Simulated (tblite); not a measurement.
Species: C₆H₁₂OSSi.
Numbering: `[CH3:1][C:2](=[S:3])[C@H:4]([CH3:5])[C:6](=[O:7])[CH2:8][SiH3:9]` (hydrogens: H10, H11, H12 on C1; H13 on C4; H14, H15, H16 on C5; H17, H18 on C8; H19, H20, H21 on Si9)

Computed with GFN2-xTB (tblite), gas phase: L-BFGS steps from a force-field or distance-geometry start until the largest atomic force falls under 0.01 eV/Å.

At the end of the run (lengths in Å): C8–Si9 1.920, C6–C8 1.476, C2=S3 1.629, C2–C4 1.496, Si9–H20 1.461, C1–C2 1.483, C6=O7 1.206, C2–C4–C6 103.2°, O7–C6–C8 124.7°, C6–C8–Si9 109.3°, C2–C4–C5 114.8°, C1–C2–C4–C5 38°, C2–C4–C6–O7 85°, C4–C6–C8–Si9 -86°, H13–C4–C2–C1 163°, H13–C4–C6–O7 -159°.

Task: These geometries were met on the way; a selection of coordinates is given. Order them by energy above the end point, lowest first.
A. C8–Si9 1.904, C6–C8 1.505, C2=S3 1.633, C2–C4 1.527, Si9–H20 1.473, C1–C2 1.509, C6=O7 1.183, C2–C4–C6 111.9°, O7–C6–C8 122.1°, C6–C8–Si9 113.0°, C2–C4–C5 111.1°, C1–C2–C4–C5 61°, C2–C4–C6–O7 94°, C4–C6–C8–Si9 -94°, H13–C4–C2–C1 179°, H13–C4–C6–O7 -146°
B. C8–Si9 1.922, C6–C8 1.476, C2=S3 1.626, C2–C4 1.499, Si9–H20 1.465, C1–C2 1.487, C6=O7 1.208, C2–C4–C6 108.5°, O7–C6–C8 124.2°, C6–C8–Si9 111.3°, C2–C4–C5 110.9°, C1–C2–C4–C5 58°, C2–C4–C6–O7 95°, C4–C6–C8–Si9 -92°, H13–C4–C2–C1 179°, H13–C4–C6–O7 -148°
C. C8–Si9 1.921, C6–C8 1.479, C2=S3 1.627, C2–C4 1.498, Si9–H20 1.459, C1–C2 1.483, C6=O7 1.207, C2–C4–C6 104.8°, O7–C6–C8 123.9°, C6–C8–Si9 108.7°, C2–C4–C5 113.4°, C1–C2–C4–C5 53°, C2–C4–C6–O7 95°, C4–C6–C8–Si9 -91°, H13–C4–C2–C1 176°, H13–C4–C6–O7 -148°
D. C8–Si9 1.851, C6–C8 1.523, C2=S3 1.667, C2–C4 1.525, Si9–H20 1.487, C1–C2 1.509, C6=O7 1.229, C2–C4–C6 111.8°, O7–C6–C8 120.0°, C6–C8–Si9 113.6°, C2–C4–C5 110.6°, C1–C2–C4–C5 61°, C2–C4–C6–O7 93°, C4–C6–C8–Si9 -93°, H13–C4–C2–C1 179°, H13–C4–C6–O7 -146°
E. C8–Si9 1.933, C6–C8 1.492, C2=S3 1.630, C2–C4 1.505, Si9–H20 1.465, C1–C2 1.486, C6=O7 1.204, C2–C4–C6 110.3°, O7–C6–C8 122.7°, C6–C8–Si9 113.3°, C2–C4–C5 110.8°, C1–C2–C4–C5 60°, C2–C4–C6–O7 96°, C4–C6–C8–Si9 -93°, H13–C4–C2–C1 179°, H13–C4–C6–O7 -145°

Result: C (0.040 eV), B (0.067 eV), E (0.110 eV), A (0.189 eV), D (0.308 eV).

```json
{"step": "31", "E above end (eV)": "0.040", "rms distance from the end, all atoms (Å)": "0.246", "largest force (eV/Å)": "0.091", "rms shift of all bonds from the end (Å)": "0.002"}
{"step": "16", "E above end (eV)": "0.067", "rms distance from the end, all atoms (Å)": "0.293", "largest force (eV/Å)": "0.109", "rms shift of all bonds from the end (Å)": "0.003"}
{"step": "5", "E above end (eV)": "0.110", "rms distance from the end, all atoms (Å)": "0.322", "largest force (eV/Å)": "0.297", "rms shift of all bonds from the end (Å)": "0.006"}
{"step": "1", "E above end (eV)": "0.189", "rms distance from the end, all atoms (Å)": "0.327", "largest force (eV/Å)": "1.978", "rms shift of all bonds from the end (Å)": "0.014"}
{"step": "0", "E above end (eV)": "0.308", "rms distance from the end, all atoms (Å)": "0.328", "largest force (eV/Å)": "2.125", "rms shift of all bonds from the end (Å)": "0.026"}
```

Rows stand in the order of the answer.
